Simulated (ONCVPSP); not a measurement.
What one change does to a pseudopotential (Ir (Z = 77), ONCV)

ONCVPSP 4.0.1 input, shortened (lines: element, Z, core and valence counts, functional; n l f; lmax; l rc ep ncon nbas qcut; lloc lpopt rc5 dvloc0; l nproj debl; icmod fcfact rcfact), LDA (Perdew-Wang 92), scalar-relativistic:

```
  Ir 77.00   12    2  -001012      upf
    1    0    2.00
    2    0    2.00
    2    1    6.00
    3    0    2.00
    3    1    6.00
    3    2   10.00
    4    0    2.00
    4    1    6.00
    4    2   10.00
    4    3   14.00
    5    0    2.00
    5    1    6.00
    5    2    7.50
    6    0    1.50
    2
    0    2.10    0.00    3    6    2.70
    1    2.30    0.37    5    8    3.00
    2    1.50    0.00    3    8    7.10
    4    4    1.35    4.00
    0    2    3.10
    1    2    2.40
    2    3    3.90
    1    0.20    0.00
```

Change: core correction polynomial model core, fcfact 0.36.

Cutoffs: the cutoffs (Ha) at which the residual kinetic energy of the hardest occupied pseudo-wave falls to 1 and 0.1 mHa per electron; they do not see the model core or the augmentation charge, which bear on the density cutoff. Errors are all-electron minus pseudo energies relative to the spin-unpolarised reference configuration.

Question: What does the change do?

Answer: The potential gets neither clearly harder nor softer (18 Ha and 21 Ha → 18 Ha and 21 Ha); the errors of the 4 common tests hardly move; neither file shows a bound ghost. A model core, the more so a compact one, raises the density cutoff, which this test does not measure.

| quantity | base | changed |
| --- | --- | --- |
| cutoff, loose | 18 Ha | 18 Ha |
| cutoff, tight | 21 Ha | 21 Ha |
| bound ghosts | none | none |
| GHOST(+) flags under 300 eV | s at 50.1 eV, p at 86.9 eV | s at 50.1 eV, p at 86.9 eV |
| error for 5d7 6s2, meV [ΔE 0.26 eV] | -10 | -11 |
| error for 5d7 6s1, meV [ΔE 10.44 eV] | -5.3 | -5.4 |
| error for 5d7 6s0, meV [ΔE 28.28 eV] | -25 | -26 |
| error for 5d5 6s0, meV [ΔE 103.01 eV] | -395 | -419 |
| s: phases at 2.13 bohr within 0.05 rad from the reference energy up to (Ha; the scan ends near 5) | 1.8 | 1.8 |
| p: phases at 2.33 bohr within 0.05 rad from the reference energy up to (Ha; the scan ends near 5) | 3.1 | 3.1 |
| d: phases at 1.52 bohr within 0.05 rad from the reference energy up to (Ha; the scan ends near 5) | to the end of the scan | to the end of the scan |
| rms error of d²Exc/dni dnj with the model core, mHa | 1.67 | 0.93 |

Base: The cutoffs count occupied waves only; projector 2 of the p channel, the hardest unoccupied one, needs 49 Ha at the loose tolerance. Changed file: The cutoffs count occupied waves only; projector 2 of the p channel, the hardest unoccupied one, needs 49 Ha at the loose tolerance.
